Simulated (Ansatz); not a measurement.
Ge3O2⁻. The state is a doublet with charge -1. Geometry B3LYP-D4/def2-SVP, that of the neutral singlet; atoms count from 1.

Cartesian coordinates in Å:
```
Ge 1.382 0.608 0.454
Ge 0.232 -0.824 -1.295
Ge -1.530 -0.082 0.372
O 0.170 -0.823 0.892
O -0.254 1.122 -0.422
```

The highest occupied level of the charge -1 doublet lies above zero (up to 0.96 eV). By energy differences its removal costs 0.60 eV (vertical, to the charge 0 singlet, at PBE0-D4/def2-TZVPD); a positive level beside a positive removal energy at the same level points to self-interaction error. The structure comes from a short search, and lower isomers may exist.

Problem. Estimate the Mulliken populations from the PBE0/def2-TZVPD orbitals of Ansatz.

Solution. 
```
atom  charge (e)  spin (α − β)
 Ge1       -0.06          0.46
 Ge2        0.01         -0.06
 Ge3       -0.06          0.46
  O4       -0.45          0.07
  O5       -0.45          0.07
```
Mulliken values and Mayer orders depend strongly on the basis. With diffuse functions, as here, like atoms can get unlike values, and bond orders can come out too low or too high.

Problem. Where does the spin sit?

Solution. Summed by element: Ge 0.86, O 0.14, of 1 unpaired in all. Largest on single atoms: Ge1 0.46, Ge3 0.46, O4 0.07.

Problem. And the Mayer bond orders between bonded heavy atoms (over 0.3)?

Solution. Ge1–Ge2 0.70 (2.54 Å); Ge1–O4 0.43 (1.93 Å); Ge1–O5 0.43 (1.93 Å); Ge2–Ge3 0.70 (2.54 Å); Ge2–O4 0.33 (2.19 Å); Ge2–O5 0.33 (2.19 Å); Ge3–O4 0.43 (1.93 Å); Ge3–O5 0.43 (1.93 Å).
